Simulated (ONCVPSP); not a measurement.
**Scattering properties, ONCV potential for germanium (Ge)**

germanium (Ge), optimised norm-conserving Vanderbilt (ONCV), made with ONCVPSP 4.0.1 (PBEsol, non-relativistic). Core [Ne], reference 3s2 3p6 3d10 4s2 4p1 (charge +1). Waves: 3s+4s: rc 1.15 bohr, ncon 4, nbas 8, qcut 13.4 1/bohr, 2 projectors; 3p+4p: rc 1.10 bohr, ncon 3, nbas 7, qcut 10.6 1/bohr, 3 projectors, debl 1.8 Ha; 3d: rc 0.80 bohr, ncon 4, nbas 8, qcut 17.4 1/bohr, 2 projectors, debl 1.9 Ha. Local part: polynomial inside 0.65 bohr (lpopt 5, dvloc0 0 Ha). Core correction: none.

The phase is arctan(r·R′/R) of the radial function R(r), unwrapped; energies in Ha, scanned from -8 to 5 Ha. A pole is an energy at which the radial function vanishes at the test radius. The pseudo phase is shifted by a multiple of π to meet the all-electron one at the reference energy, and phase errors are pseudo minus all-electron; the curves can meet again beyond the range given. Levels narrower than the energy grid can be missing from the lists of poles.

| channel | radius (bohr) | reference energy (Ha) | poles, all-electron | poles, pseudo | unbroken range about the reference energy with phases within 0.05 rad | phase error 1 Ha above the reference energy (rad) |
| --- | --- | --- | --- | --- | --- | --- |
| s | 1.17 | -0.72 | -5.77 | -5.77 | the whole range | -0.000 |
| p | 1.11 | -0.41 | -3.68 | -3.68 | the whole range | +0.000 |
| d | 0.81 | -1.44 | 2.08 | 2.08 | the whole range | +0.000 |

Phases in the d channel:

```csv
E (Ha),all-electron,pseudo
-7.96,1.007,1.007
-7.60,0.977,0.977
-7.24,0.942,0.942
-6.88,0.902,0.902
-6.52,0.855,0.855
-6.16,0.799,0.799
-5.80,0.733,0.733
-5.44,0.652,0.652
-5.08,0.555,0.555
-4.72,0.436,0.436
-4.36,0.291,0.291
-4.00,0.120,0.120
-3.64,-0.074,-0.074
-3.28,-0.280,-0.280
-2.92,-0.483,-0.483
-2.56,-0.668,-0.668
-2.20,-0.827,-0.827
-1.84,-0.961,-0.961
-1.48,-1.071,-1.071
-1.12,-1.163,-1.163
-0.76,-1.238,-1.238
-0.40,-1.302,-1.302
-0.04,-1.357,-1.357
0.32,-1.404,-1.404
0.68,-1.445,-1.445
1.04,-1.482,-1.482
1.40,-1.515,-1.515
1.76,-1.546,-1.546
2.12,-1.574,-1.574
2.48,-1.600,-1.600
2.84,-1.625,-1.625
3.20,-1.650,-1.650
3.56,-1.673,-1.673
3.92,-1.696,-1.696
4.28,-1.720,-1.720
4.64,-1.743,-1.743
5.00,-1.767,-1.767
```
